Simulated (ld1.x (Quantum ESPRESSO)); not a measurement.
Transferability test, RRKJ potential for gold

gold (Au), norm-conserving RRKJ (Kleinman–Bylander form), made with ld1.x (Quantum ESPRESSO) 7.5 (LDA (PZ), scalar-relativistic). Core [Kr] 4d10, reference 4f14 5s2 5p6 5d10 6s0 6p0 (charge +1). Waves: 5s (bound): rc 1.45 bohr; 5d (bound): rc 1.50 bohr; 4f (bound): rc 0.80 bohr; 5p (bound): rc 1.00 bohr. Local part: the p channel. Core correction: none.

Energies are relative to the spin-unpolarised reference configuration 4f14 5s2 5p6 5d10 6s0 6p0; without spin polarisation the order of configurations can differ from experiment. Spin-polarised rows fill each open shell by Hund’s rule, majority spin first.

**Question.** Give the all-electron excitation energy and the error of the potential for: 4f14 5s2 5p6 5d10 6s1 6p0; 4f14 5s2 5p6 5d9 6s0 6p0; 4f14 5s2 5p6 5d8 6s0 6p0; 4f13 5s2 5p6 5d10 6s1 6p0; 4f14 5s1 5p6 5d10 6s1 6p0; 4f14 5s2 5p6 5d9 6s1 6p0; 4f14 5s2 5p6 5d7 6s0 6p0; 4f14 5s2 5p6 5d10 6s1 6p0 (spin-polarised); 4f14 5s2 5p6 5d9 6s0 6p0 (spin-polarised).

**Answer.**

```csv
valence configuration,charge,ΔE all-electron (eV),error AE − PS (meV)
4f14 5s2 5p6 5d10 6s1 6p0,0,-9.774,+646
4f14 5s2 5p6 5d9 6s0 6p0,+2,21.501,-2.7
4f14 5s2 5p6 5d8 6s0 6p0,+3,55.668,-8.1
4f13 5s2 5p6 5d10 6s1 6p0,+1,83.351,+877
4f14 5s1 5p6 5d10 6s1 6p0,+1,105.901,+765
4f14 5s2 5p6 5d9 6s1 6p0,+1,2.600,+878
4f14 5s2 5p6 5d7 6s0 6p0,+4,103.666,-13
4f14 5s2 5p6 5d10 6s1 6p0 (spin-polarised),0,-9.908,+643
4f14 5s2 5p6 5d9 6s0 6p0 (spin-polarised),+2,21.360,+2.9
```
